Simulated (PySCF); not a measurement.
Here is a job for PySCF.
```python
from pyscf import gto, scf, mcscf
import numpy

mol = gto.Mole()
mol.atom = '''
    B    -0.22712162    0.01249261    0.35002049
    C    -0.63374445    0.88779935    1.60076801
    H    -1.00464257    0.29698827    2.43532340
    H    -1.37575981    1.64916320    1.37100630
    H     0.24837229    1.41729752    1.96388431
    C     0.13463754   -1.48661965    0.56167135
    C     0.88543811   -2.21654313   -0.26109848
    H    -0.20970809   -1.97537472    1.46880452
    H     1.14834849   -3.24457246   -0.05902050
    H     1.28930395   -1.80496812   -1.17265172
    C    -0.14857759    0.64018338   -1.07201471
    C    -0.04254830    1.94319120   -1.32446150
    H    -0.15576272   -0.02311233   -1.93164104
    H     0.04022925    2.34206101   -2.32491332
    H    -0.01600443    2.67198786   -0.53008261
'''
mol.basis = 'sto-3g'
mol.verbose = 4
mol.build()

mf = scf.RHF(mol)
mf.kernel()
mc = mcscf.CASSCF(mf, 6, 8)
mc.fix_spin_(ss=0.0)
mc.kernel()
occ = numpy.linalg.eigvalsh(mc.fcisolver.make_rdm1(mc.ci, mc.ncas, mc.nelecas))[::-1]
ss = mc.fcisolver.spin_square(mc.ci, mc.ncas, mc.nelecas)[0]
print('natural occupations', occ.round(4), ' <S^2>', round(ss, 4))
```

What is the computed number of basis functions (CASSCF(8,6)/STO-3G in PySCF)?

39

Give the natural occupations of the active orbitals at the level CASSCF(8,6)/STO-3G.

2.00, 2.00, 1.89, 1.88, 0.13, 0.11

Predict the total energy from CASSCF(8,6)/STO-3G.

-216.656486 Ha

Estimate the SCF-reference Mulliken (on the basis functions themselves) charges in atom order that CASSCF(8,6)/STO-3G returns for this input.

B1 0.37, C2 -0.30, H3 0.05, H4 0.05, H5 0.06, C6 -0.18, C7 -0.11, H8 0.05, H9 0.06, H10 0.06, C11 -0.18, C12 -0.11, H13 0.05, H14 0.06, H15 0.06

Predict the nuclear repulsion energy from CASSCF(8,6)/STO-3G.

194.8509 Eh
